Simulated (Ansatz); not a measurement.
Compare A (`O[SiH](Cl)O[SiH2]Cl`) with its isomer B (`O[SiH2][Si](O)(Cl)Cl`).

Isolated molecules relaxed with PBE0-D4/def2-TZVP in Ansatz; ΔE leaves out vibrations. CBS: MP2 limit from def2 TZ/QZ plus the TZ coupled-cluster correction, frozen cores. DFT in def2-TZVPP. B3LYP here is the variant with VWN-RPA as its local correlation; programs differ in this. One conformer a species, not always the lowest.

Q: Which is lower in electronic energy at CCSD(T)/CBS, and by how much? (Estimate.)

A: The calculation gave: A, by 150.3 kJ/mol.

Q: Give E(B) − E(A) in kJ/mol with ωB97M-V, PBE-D4, B3LYP, CCSD/def2-TZVPP, CCSD(T)/def2-TZVPP, r2SCAN-D4, B3LYP-D4. (An estimate is asked.)

A: The calculation gave: ωB97M-V 151.3, PBE-D4 118.8, B3LYP 144.4, CCSD/def2-TZVPP 155.4, CCSD(T)/def2-TZVPP 151.7, r2SCAN-D4 143.1, B3LYP-D4 144.8. None reverses the order clearly.

Largest T1 diagnostic: 0.011.

In def2-TZVPP, CCSD(T) changes the Hartree–Fock value by −23.9 kJ/mol (the triples alone add −3.8 kJ/mol) and MP2 by −19.2 kJ/mol. From PBE to PBE0 (25 % exact exchange), in def2-TZVPP and without D4, E(B) − E(A) moves by +12.1 kJ/mol.
